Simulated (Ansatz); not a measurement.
Ansatz (an electronic-structure program) input (BLYP/def2-TZVPD):

Ansatz 0.2 input:
```yaml
crystal:
  periodic: [false, false, false]
  atoms:
    - {symbol: C, position_ang: [-2.49988344, -0.45231130, 0.22190572]}
    - {symbol: C, position_ang: [-1.56046178, 0.48783755, 0.97452842]}
    - {symbol: C, position_ang: [-1.62017798, 1.91871453, 0.44362457]}
    - {symbol: N, position_ang: [-0.17765153, -0.02861790, 1.01089645]}
    - {symbol: B, position_ang: [0.73466763, -0.27245224, -0.00135234]}
    - {symbol: Cl, position_ang: [2.34112027, -0.90873063, 0.42904567]}
    - {symbol: Cl, position_ang: [0.39557386, 0.01388466, -1.71798368]}
    - {symbol: H, position_ang: [-2.44923069, -1.46025258, 0.63525297]}
    - {symbol: H, position_ang: [-2.24155919, -0.50139607, -0.83515440]}
    - {symbol: H, position_ang: [-3.52854706, -0.09728633, 0.30508475]}
    - {symbol: H, position_ang: [-1.88115621, 0.50919345, 2.01855898]}
    - {symbol: H, position_ang: [-2.63663720, 2.30663339, 0.52987957]}
    - {symbol: H, position_ang: [-1.32813803, 1.96050197, -0.60493793]}
    - {symbol: H, position_ang: [-0.95428644, 2.56899537, 1.01203513]}
    - {symbol: H, position_ang: [0.14911642, -0.23686581, 1.94136138]}
basis:
  gaussian:
    orbitals: def2-TZVPD
hamiltonian:
  xc: {name: BLYP}
output: {forces: true}
```

End of the output:

```
Atom 1 at    -1.560462     0.487838     0.974528 Å, force    -0.134834     0.044095     0.063427 eV/Å
Atom 2 at    -1.620178     1.918715     0.443625 Å, force    -0.025324     0.128759    -0.011035 eV/Å
Atom 3 at    -0.177652    -0.028618     1.010896 Å, force    -0.024503     0.003884     0.055681 eV/Å
Atom 4 at     0.734668    -0.272452    -0.001352 Å, force     0.174382    -0.050036    -0.156809 eV/Å
Atom 5 at     2.341120    -0.908731     0.429046 Å, force     0.335413    -0.132527     0.086424 eV/Å
Atom 6 at     0.395574     0.013885    -1.717984 Å, force    -0.004526     0.037195    -0.379804 eV/Å
Atom 7 at    -2.449231    -1.460253     0.635253 Å, force    -0.019825    -0.216522     0.075262 eV/Å
Atom 8 at    -2.241559    -0.501396    -0.835154 Å, force     0.018191    -0.028018    -0.211454 eV/Å
Atom 9 at    -3.528547    -0.097286     0.305085 Å, force    -0.219036     0.050906     0.010741 eV/Å
Atom 10 at    -1.881156     0.509193     2.018559 Å, force    -0.075261     0.006568     0.228372 eV/Å
Atom 11 at    -2.636637     2.306633     0.529880 Å, force    -0.200034     0.102122     0.015531 eV/Å
Atom 12 at    -1.328138     1.960502    -0.604938 Å, force     0.044757     0.043584    -0.204758 eV/Å
Atom 13 at    -0.954286     2.568995     1.012035 Å, force     0.120532     0.161774     0.110638 eV/Å
Atom 14 at     0.149116    -0.236866     1.941361 Å, force     0.111986    -0.074103     0.348122 eV/Å
Dipole moment:    -0.504238     0.148365     0.414056 e Å
```
